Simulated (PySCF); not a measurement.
Vertical excitations of a molecule C₂H₆OSi₂ from TDA-PBE/def2-SVPD (PySCF 2.14.0), as energy in eV (oscillator strength): 4.44 (0.001), 5.22 (0.001), 5.69 (0.019), 5.88 (0.006), 6.07 (0.029), 6.13 (0.020), 6.29 (0.012), 6.42 (0.021), 6.48 (0.003), 6.52 (0.029). Lowest triplet (TDA): 4.18 eV. Coordinates come from a B3LYP-D3(BJ)/def2-SVP optimisation. One conformer was computed; it need not be the lowest.

### Question
Identify the compound among the candidates.
A) O[Si@@H]1C=C[SiH2]1
B) C=C1[SiH2]O[SiH2]1
C) [SiH3][Si@@H]1C=CO1
D) C=C1O[SiH2][SiH2]1

### Answer
A, O[Si@@H]1C=C[SiH2]1
